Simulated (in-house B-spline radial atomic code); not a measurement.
A fraction x of an electron is removed from 4d in the cadmium ion Cd⁵⁺, starting from [Kr] 4d7 and keeping the highest spin. Level of theory: non-relativistic revTPSS, spin-polarised, spherical fractional occupations, point nucleus; calculated with a radial B-spline atomic code at the basis-set limit.

```csv
x,E(x) - E(0) (eV),4d down level (eV)
0,0.0000,-79.395
0.05,3.9919,-80.282
0.24,19.5675,-83.676
0.31,25.4687,-84.933
0.45,37.5361,-87.460
0.5,41.9318,-88.367
0.61,51.7621,-90.368
0.67,57.2170,-91.463
0.85,73.9772,-94.765
0.92,80.6560,-96.056
1,88.3996,-97.536
```

The exact functional would give a straight line between the two integer points. Deviations E(x) - E(0) - x[E(1) - E(0)], in eV: -0.428 at x = 0.05, -1.648 at x = 0.24, -1.935 at x = 0.31, -2.244 at x = 0.45, -2.268 at x = 0.5, -2.162 at x = 0.61, -2.011 at x = 0.67, -1.162 at x = 0.85, -0.672 at x = 0.92.

The curve lies below the straight line by up to 2.268 eV (at x = 0.5): convex, the delocalisation error that favours fractional charges.

Q: How well does Slater's transition state (minus the level at half occupation) give the ionisation energy?

A: It gives 88.367 eV against 88.400 eV from the two total energies; NIST lists 87.00 eV, ground level to ground level.
